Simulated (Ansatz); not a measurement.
Cost against result

The pair of K⁺ (SMILES [K+], atom 1) and CH3F (SMILES CF, atoms 2–6), both closed shells, in one local arrangement (a lower one may exist), relaxed at PBE0-D4/def2-TZVP:

```json
{"atom": "K1", "x (Å)": "-0.1572", "y (Å)": "-0.0344", "z (Å)": "-3.2117"}
{"atom": "C2", "x (Å)": "0.0357", "y (Å)": "0.0078", "z (Å)": "0.7280"}
{"atom": "F3", "x (Å)": "-0.0341", "y (Å)": "-0.0073", "z (Å)": "-0.6844"}
{"atom": "H4", "x (Å)": "1.0350", "y (Å)": "-0.3165", "z (Å)": "1.0109"}
{"atom": "H5", "x (Å)": "-0.7227", "y (Å)": "-0.6770", "z (Å)": "1.1017"}
{"atom": "H6", "x (Å)": "-0.1565", "y (Å)": "1.0274", "z (Å)": "1.0554"}
```

Interaction energies are counterpoise-corrected; the time is that of the whole pair.

Program: Ansatz 0.2.0. Basis: as named in each row. Cores are frozen in the correlated methods. The outer core shell of Li, Na, Mg and K is correlated. The def2 sets are not built for correlating such inner shells, so the correlated values are less sure here. B3LYP uses VWN-RPA correlation. Extrapolation: Hartree–Fock as exp(−7.88 √X), correlation as X^−2.97.

Times are rough, for one single point on 2 threads of a shared host (Arm Neoverse V2).

The estimate by CCSD(T) at an estimated basis limit (MP2 extrapolated from triple and quadruple zeta, plus CCSD(T) − MP2 in triple zeta) is -66.4 kJ/mol.

```tsv
method	basis	time (s)	interaction energy (kJ/mol)	method less estimate
HF	STO-3G	under 1	-44.0	22.3
PBE-D4	STO-3G	under 1	-55.0	11.4
SPW92	def2-SVP	under 1	-74.9	-8.6
PBE-D4	def2-SVP	under 1	-67.1	-0.7
PBE0-D4	def2-SVP	under 1	-70.1	-3.8
B3LYP-D4	6-31G	under 1	-81.3	-14.9
CCSD(T)	def2-SVP	under 1	-65.9	0.5
PBE-D4	def2-TZVPPD	1	-62.7	3.6
revPBE-D4	def2-TZVPPD	2	-58.5	7.8
BLYP-D4	def2-TZVPPD	2	-63.8	2.6
PBE0-D4	def2-TZVPPD	2	-65.1	1.2
HSE06-D4	def2-TZVPPD	2	-65.1	1.3
B3LYP-D4	def2-TZVPPD	2	-66.9	-0.6
r2SCAN-D4	def2-TZVPPD	3	-64.0	2.4
B2PLYP	def2-TZVPPD	3	-64.5	1.8
wB97M-V	def2-SVP	4	-70.4	-4.0
wB97X-V	def2-TZVPPD	6	-65.5	0.9
MP2	def2-QZVPPD	7	-65.6	0.8
B97M-V	def2-TZVPPD	8	-63.8	2.6
wB97M-V	def2-TZVPPD	8	-65.3	1.1
CCSD(T)	def2-TZVPPD	21	-63.1	3.3
```

No T1 diagnostic of these runs exceeds 0.011.
